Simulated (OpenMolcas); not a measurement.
Computed levels of 2s² 2p³ in ions with 7 electrons, in cm-1 above ⁴S°_3/2.

* Program: OpenMolcas 26.06
* Method: SS-CASPT2, IPEA 0.25 Eh, imaginary shift 0.1 Eh
* Basis: ANO-RCC-VQZP
* Scalar Hamiltonian: DKH2, point nucleus
* Spin-orbit coupling: state interaction with AMFI integrals over the reference wave functions, term energies averaged over their components

Active space for each ion: 5 electrons in 8 orbitals (2s 2p 3s 3p); closed shells correlated by CASPT2: 1s.

```json
{"Level": "²D°_3/2", "N": "19690", "O+": "27500", "Ne3+": "41900"}
{"Level": "²D°_5/2", "N": "19690", "O+": "27510", "Ne3+": "41940"}
{"Level": "²P°_1/2", "N": "29000", "O+": "40860", "Ne3+": "62900"}
{"Level": "²P°_3/2", "N": "29000", "O+": "40870", "Ne3+": "62940"}
```

Problem. Estimate ²D°_3/2, ²D°_5/2 for F2+ from its neighbours O+ and Ne3+.

Solution. ²D°_3/2 is another term, which grows about linearly with the charge: (27500 + 41900) / 2 = 34700. The calculation gives 34910, so the estimate is off by -0.6 %.
²D°_5/2 is another term, which grows about linearly with the charge: (27510 + 41940) / 2 = 34725. The calculation gives 34930, so the estimate is off by -0.6 %.

CASPT2 breaks the degeneracy within a term, and the mean is taken; among the terms shown or strongly mixed into the levels shown the widest spread is 57 cm-1 (2s² 2p³ ²D°, F2+). Active for correlation alone: 3p 3s; no level in the range computed is led by a configuration that fills them, so any true level of that kind is missing (holds for N; F2+; Ne3+). The run also gave levels led by 2s² 2p² 3s, which use shells meant for correlation; these and all levels above them are left out (holds for O+). Levels of configurations outside the active space are missing.

° marks odd parity.
